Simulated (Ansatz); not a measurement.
Two members of one family (Series SnHMe2X), computed with Ansatz in the gas phase; def2 core potentials for I, Sn, no spin–orbit coupling. The two geometries come from different levels. Binding counts from free atoms in the multiplicity of their measured ground term, without zero-point energy. The structures are stationary points that may keep the symmetry of their start.

First: SnHMe2I (singlet, charge 0, r2SCAN-D4/def2-SVP geometry).

```xyz
11

Sn    0.1157    0.4846   -0.5567
H    -0.5295    1.9225   -1.2429
C    -1.2452   -1.1757   -0.7069
H    -2.1636   -0.9573   -0.1411
H    -0.7672   -2.0765   -0.2954
H    -1.4991   -1.3522   -1.7608
C     0.8562    0.7911    1.4394
H     1.6069    1.5928    1.4382
H     1.3199   -0.1370    1.8025
H     0.0259    1.0692    2.1068
I     2.2800   -0.1615   -2.0831
```

```json
{"level": "PBE-D4/def2-SVP", "HOMO (eV)": "-5.94", "LUMO (eV)": "-1.53", "gap (eV)": "4.42", "binding per atom (eV)": "3.40"}
{"level": "PBE-D4/def2-TZVP", "HOMO (eV)": "-6.09", "LUMO (eV)": "-1.69", "gap (eV)": "4.40", "binding per atom (eV)": "3.40"}
{"level": "PBE-D4/def2-TZVPD", "HOMO (eV)": "-6.11", "LUMO (eV)": "-1.75", "gap (eV)": "4.36", "binding per atom (eV)": "3.41"}
{"level": "PBE0-D4/def2-SVP", "HOMO (eV)": "-7.10", "LUMO (eV)": "-0.72", "gap (eV)": "6.38", "binding per atom (eV)": "3.38"}
{"level": "ωB97M-V/def2-TZVP", "HOMO (eV)": "-9.32", "LUMO (eV)": "0.89", "gap (eV)": "10.21", "binding per atom (eV)": "3.37"}
```

Second: SnHMe2F (singlet, charge 0, PBE0-D4/def2-SVP geometry).

```xyz
11

Sn    0.589    0.173   -0.452
H     1.122    0.028   -2.079
C     0.414   -1.700    0.565
H    -0.355   -2.322    0.086
H     0.131   -1.524    1.613
H     1.375   -2.233    0.537
C    -1.109    1.451   -0.213
H    -0.905    2.435   -0.657
H    -1.325    1.578    0.858
H    -1.988    1.010   -0.705
F     2.052    1.103    0.448
```

**Question.** What does the change do? Estimate second minus first.

**Answer.** 
| level | Δ HOMO (eV) | Δ LUMO (eV) | Δ gap (eV) | Δ binding per atom (eV) |
| --- | --- | --- | --- | --- |
| PBE-D4/def2-SVP | -0.87 | 1.03 | 1.90 | 0.18 |
| PBE-D4/def2-TZVP | -0.93 | 0.83 | 1.76 | 0.19 |
| PBE-D4/def2-TZVPD | -0.95 | 0.76 | 1.71 | 0.19 |
| PBE0-D4/def2-SVP | -1.12 | 1.11 | 2.23 | 0.16 |
| ωB97M-V/def2-TZVP | -1.16 | 0.59 | 1.75 | 0.19 |
